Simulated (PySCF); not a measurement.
LDA on Rb⁻ (rubidium, charge -1), [Kr] 5s2, closed-shell 1S. Computed with PySCF 2.14 in def2-TZVPPD with the def2 core potential (28 electrons) (6s4p3d1f, 40 functions), with a scalar-relativistic core potential.

```
cycle= 1 E= -24.0094166538699  delta_E= -0.00385  |g|= 0.0115  |ddm|= 0.975
cycle= 2 E= -24.0097789079674  delta_E= -0.000362  |g|= 0.0112  |ddm|= 0.453
cycle= 3 E= -24.0100205176622  delta_E= -0.000242  |g|= 0.000946  |ddm|= 0.142
cycle= 4 E= -24.0100250148682  delta_E= -4.5e-06  |g|= 8.82e-06  |ddm|= 0.0264
cycle= 5 E= -24.01002501548  delta_E= -6.12e-10  |g|= 2.07e-06  |ddm|= 0.000375
converged SCF energy = -24.01002501548  <S^2> = -5.3290705e-15  2S+1 = 1
```

Highest occupied orbital energy: 0.857 eV; ⟨L²⟩ = 0.00; populations by l: s 4.00, p 6.00, d 0.00, f 0.00.

(1) Can this result be used?

Answers

(1) With care. Self-consistency was reached. Energies and moments cover only the electrons outside the core potential. At LDA the highest occupied level has a positive energy, so only the finite basis holds that electron; in a semilocal or global hybrid functional this comes from self-interaction and does not mean that the real anion is unbound.
